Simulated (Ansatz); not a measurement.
`[F][Ta]([Cl])([Cl])([Cl])[Cl]` + H₂O → `[OH][Ta]([Cl])([Cl])([Cl])[Cl]` + H–F at 400 K and 1 bar (formal hydrolysis of a Ta–F bond).

Computed with Ansatz on PBE0-D4/def2-TZVP structures; ΔE is electronic, products minus reactants. CCSD(T)/CBS is the MP2 limit (def2-TZVPP, def2-QZVPP) plus CCSD(T) − MP2 in def2-TZVPP, frozen cores. This one scheme is used for every species. def2 core potentials past Kr. For Ta outer-core shells are correlated without core-valence functions, which leaves a few kJ/mol of doubt a bond. Each species was taken in one conformer, which may not be the lowest.

```tsv
species	CCSD(T)/CBS energy (Eh)	H − E (kJ/mol)	S (J/(mol·K))
`[F][Ta]([Cl])([Cl])([Cl])[Cl]`	-1996.08714	57.5	441.0
H₂O	-76.37941	69.8	198.6
`[OH][Ta]([Cl])([Cl])([Cl])[Cl]`	-1972.06199	88.7	470.4
H–F	-100.39570	36.5	182.2
```

H − E and S are ideal-gas, rigid-rotor, harmonic terms from PBE0-D4/def2-TZVP, for one conformer and one mirror image of each species. 1 Eh = 2625.50 kJ/mol, R = 8.31446 J/(mol·K).

Q: By hand: ΔE, ΔH, ΔS and ΔG.

A: ΔE = (-1972.06199) + (-100.39570) − (-1996.08714) − (-76.37941) = 0.00886 Eh = 23.3 kJ/mol. Δ(H − E) = 88.7 + 36.5 − 57.5 − 69.8 = -2.1, so ΔH = 21.2 kJ/mol. ΔS = 470.4 + 182.2 − 441.0 − 198.6 = 13.0 J/(mol·K). ΔG = 21.2 − 400 × (13.0)/1000 = 16.0 kJ/mol.

Q: By hand: the equilibrium constant, and the temperature at which ΔG would vanish if ΔH and ΔS stayed fixed.

A: log₁₀ K = −ΔG/(RT ln 10) = -2.1. ΔG = 0 at ΔH/ΔS = 1631 K, though so small a ΔS makes that figure unsure.

The number of gas molecules stays the same, so ΔS is small and ΔH decides. A doubt of 5 kJ/mol in ΔE shifts log₁₀ K by 0.7 here. Other conformers and mirror images would add mixing entropy, several J/(mol·K) or more a flexible species. Modes under 60 cm⁻¹, often nearly free rotors, make the harmonic entropy too high. These are equilibria of isolated gas molecules and say nothing of rates. Largest T1 diagnostic: 0.018 (customary marks: 0.02 for closed shells, 0.045 for open ones).
